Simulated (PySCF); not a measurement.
# Nuclear quadrupole coupling in `N#C[SiH2]/C=C/Cl`

Compound: C3H4ClNSi.
Geometry (GFN2-xTB, Å), atoms numbered from 1 in this order:
```xyz
10
C3H4ClNSi angstrom
N     -2.7514    1.7829   -0.7505
C     -2.0869    0.9235   -0.3877
Si    -1.0089   -0.4821    0.2134
C      0.7249    0.2272    0.3646
C      1.7814   -0.3007   -0.2308
Cl     3.3746    0.3368   -0.0823
H     -1.5379   -0.8716    1.5228
H     -1.0877   -1.5444   -0.7884
H      0.8625    1.1088    0.9773
H      1.7383   -1.1758   -0.8610
```

Field gradients from the PBE0/pcSseg-1 density (PySCF, non-relativistic), principal values in atomic units, ordered |Vxx| ≤ |Vyy| ≤ |Vzz|:

```tsv
atom	Vxx	Vyy	Vzz
N1	0.5685	0.5912	-1.1597
Cl6	-1.5834	-2.2261	3.8095
```

Question: Find the asymmetry η = (Vxx − Vyy)/Vzz and the couplings χ = eQV/h (234.96 MHz × Q in barn × V in au), with Q(14N) = 0.02044 b, Q(35Cl) = −0.0817 b.

Answer: 
```
atom     environment  nucleus     η  χzz (MHz)  χxx (MHz)  χyy (MHz)
  N1  cyano nitrogen      14N  0.02      -5.57       2.73       2.84
 Cl6  vinyl chlorine     35Cl  0.17     -73.13      30.40      42.73
```

The gradient is axial or nearly so (η below 0.05) at N1. 

Question: What is Vzz at Cl6 in SI units (1 au = 9.71736 × 10²¹ V/m²)?

Answer: 3.8095 au = 37.018 × 10²¹ V/m².

Question: What couplings would deuterons (Q(2H) = 0.00286 b) have in place of the hydrogens, at this geometry?

Answer: 
| atom | bonded to | bond length (Å) | Vzz (au) | η | χzz (kHz) |
| --- | --- | --- | --- | --- | --- |
| H7 | Si3 | 1.465 | 0.1573 | 0.01 | 106 |
| H8 | Si3 | 1.462 | 0.1593 | 0.02 | 107 |
| H9 | C4 | 1.082 | 0.3240 | 0.06 | 218 |
| H10 | C5 | 1.079 | 0.3215 | 0.09 | 216 |

Geometry: GFN2-xTB, one conformer, isolated molecule. GFN2-xTB bond lengths can be off by several hundredths of an ångström, more for odd bonds, and the gradients follow them. With a basis this small, the couplings can be 20 % off.
